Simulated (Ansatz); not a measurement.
```xyz
5

B     0.0049   -0.0003    0.0008
F     0.8090    0.8094    0.8093
F     0.8091   -0.8095   -0.8096
F    -0.8117    0.8113   -0.8113
F    -0.8113   -0.8109    0.8108
```

RHF on singlet BF4(-) was run in several spherical basis sets with Ansatz (development build ahead of 0.2.0). Caution: no diffuse functions for an anion.

Question: Rank the basis sets by the total energy that they give, lowest first, with the distance from the lowest.
A. def2-SVP
B. 6-31G(d)
C. cc-pVDZ

Answer: C (0.00 eV), B (0.68 eV), A (9.51 eV).

Totals follow the description of the cores as much as that of the bonds, so this order isn't one of quality for chemistry.
